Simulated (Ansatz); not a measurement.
CH6NOSi, SMILES `CO[SiH]N` radical, relaxed with UKS PBE0-D4/def2-TZVP in the Gaussian-basis code of Ansatz from a GFN2-xTB geometry. The force threshold is 0.005 eV/Å; the program also tests the step.

Total charge 0; spin multiplicity 2.

Start:

```xyz
10

C     0.262   -1.553   -0.298
O     1.011   -0.380   -0.481
Si    0.461    1.147   -0.529
N    -0.480    1.464    0.898
H    -0.232   -1.833   -1.232
H     0.950   -2.347   -0.003
H    -0.496   -1.420    0.477
H    -0.461    1.409   -1.631
H    -0.889    2.376    1.014
H    -0.125    1.136    1.784
```

```json
{"step": "1", "energy (eV)": "-12543.3647", "largest force (eV/Å)": "0.758", "largest move (Å)": "0.000"}
{"step": "2", "energy (eV)": "-12543.3993", "largest force (eV/Å)": "0.296", "largest move (Å)": "0.092"}
{"step": "3", "energy (eV)": "-12543.4088", "largest force (eV/Å)": "0.349", "largest move (Å)": "0.115"}
{"step": "4", "energy (eV)": "-12543.4098", "largest force (eV/Å)": "0.359", "largest move (Å)": "0.200"}
{"step": "5 (rejected)", "energy (eV)": "-12543.3855", "largest force (eV/Å)": "0.563", "largest move (Å)": "0.059"}
{"step": "6", "energy (eV)": "-12543.4182", "largest force (eV/Å)": "0.133", "largest move (Å)": "0.028"}
{"step": "7", "energy (eV)": "-12543.4196", "largest force (eV/Å)": "0.038", "largest move (Å)": "0.024"}
{"step": "8", "energy (eV)": "-12543.4199", "largest force (eV/Å)": "0.014", "largest move (Å)": "0.032"}
{"step": "9", "energy (eV)": "-12543.4200", "largest force (eV/Å)": "0.011", "largest move (Å)": "0.022"}
{"step": "10", "energy (eV)": "-12543.4201", "largest force (eV/Å)": "0.008", "largest move (Å)": "0.008"}
{"step": "11", "energy (eV)": "-12543.4202", "largest force (eV/Å)": "0.021", "largest move (Å)": "0.027"}
{"step": "12", "energy (eV)": "-12543.4202", "largest force (eV/Å)": "0.018", "largest move (Å)": "0.017"}
{"step": "13", "energy (eV)": "-12543.4202", "largest force (eV/Å)": "0.008", "largest move (Å)": "0.005"}
{"step": "14", "energy (eV)": "-12543.4202", "largest force (eV/Å)": "0.004", "largest move (Å)": "0.002"}
```

End:

```xyz
10

C     0.248   -1.546   -0.313
O     1.082   -0.412   -0.437
Si    0.531    1.133   -0.468
N    -0.418    1.450    0.934
H    -0.327   -1.711   -1.231
H     0.880   -2.419   -0.136
H    -0.451   -1.438    0.523
H    -0.410    1.368   -1.614
H    -1.130    2.163    0.888
H    -0.004    1.413    1.853
```

Run time 100 s (2 threads of an AMD EPYC 7R13 on a shared host); peak host memory 0.48 GiB.
